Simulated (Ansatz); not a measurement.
`C[S][Ag]` + HI → `[Ag][I]` + CH₃SH  (ligand exchange at the Ag–S bond)

Calculated with Ansatz (gas phase, PBE0-D4/def2-TZVP geometries, no zero-point term in ΔE). CCSD(T)/CBS adds triple-zeta CCSD(T) − MP2 to the extrapolated MP2 energy (def2 sets, frozen cores). This one scheme is used for every species. Functionals use def2-TZVPP. B3LYP here is the variant with VWN-RPA as its local correlation; programs differ in this. HSE06 is defined as in plane-wave codes. Elements past krypton have def2 core potentials. For Ag, I outer-core shells are correlated without core-valence functions, which leaves a few kJ/mol of doubt a bond.

| level | ΔE (kJ/mol) | difference from CCSD(T)/CBS |
| --- | --- | --- |
| LDA (SPW92) | -74.2 | 27.6 |
| PBE-D4 | -79.6 | 22.2 |
| revPBE-D4 | -77.7 | 24.1 |
| BLYP-D4 | -76.2 | 25.6 |
| r2SCAN-D4 | -88.6 | 13.2 |
| B97M-V | -87.8 | 14.0 |
| PBE0-D4 | -96.8 | 5.0 |
| r2SCANh-D4 | -94.3 | 7.5 |
| r2SCAN0-D4 | -102.4 | -0.6 |
| HSE06-D4 | -96.7 | 5.1 |
| BHLYP-D4 | -111.7 | -9.9 |
| CAM-B3LYP-D4 | -98.7 | 3.1 |
| ωB97X-V | -105.2 | -3.4 |
| ωB97M-V | -103.2 | -1.4 |
| B2PLYP | -95.7 | 6.1 |
| PBE-QIDH | -105.1 | -3.3 |
| PBE | -81.7 | 20.1 |
| revPBE | -83.6 | 18.2 |
| r2SCAN | -89.3 | 12.5 |
| PBE0 | -98.7 | 3.1 |
| B3LYP | -94.5 | 7.3 |
| r2SCANh | -95.0 | 6.8 |
| r2SCAN0 | -103.1 | -1.3 |
| BHLYP | -113.2 | -11.4 |
| CAM-B3LYP | -100.5 | 1.3 |
| LC-ωPBE | -106.9 | -5.1 |
| RPA@PBE/def2-TZVPP | -84.0 | 17.8 |
| MP2/def2-SVP | -106.4 | -4.6 |
| CCSD/def2-SVP | -108.1 | -6.3 |
| CCSD(T)/def2-SVP | -102.2 | -0.4 |
| HF/def2-TZVPP | -141.2 | -39.4 |
| SCS-MP2/def2-TZVPP | -98.0 | 3.8 |
| CCSD/def2-TZVPP | -100.9 | 0.9 |
| CCSD(T)/def2-TZVPP | -93.8 | 8.0 |
| HF/def2-QZVPP | -140.5 | -38.7 |
| MP2/def2-QZVPP | -98.9 | 2.9 |
| SCS-MP2/def2-QZVPP | -101.9 | -0.1 |
| CCSD/def2-QZVPP | -105.5 | -3.7 |
| CCSD(T)/def2-QZVPP | -98.5 | 3.3 |
| CCSD/CBS(def2) | -108.8 | -7.0 |
| CCSD(T)/CBS | -101.8 | 0 |

Largest T1 diagnostic among the species: 0.022, so the coupled-cluster value is less sure than usual.

From r2SCAN to r2SCAN0 (25 % exact exchange), in def2-TZVPP and without D4, ΔE moves by −13.9 kJ/mol. The D4 term adds +3.3 kJ/mol with B3LYP and +1.8 kJ/mol with PBE0; it sums over pairs of atoms, weighted by their polarisabilities, and B3LYP, whose exchange is more repulsive, gets the larger term. Leaving LDA and LC-ωPBE aside and taking each functional with its dispersion term where it has one, the values spread over 35.5 kJ/mol, from BHLYP-D4 to BLYP-D4. LDA lies +7.5 kJ/mol from PBE without D4.
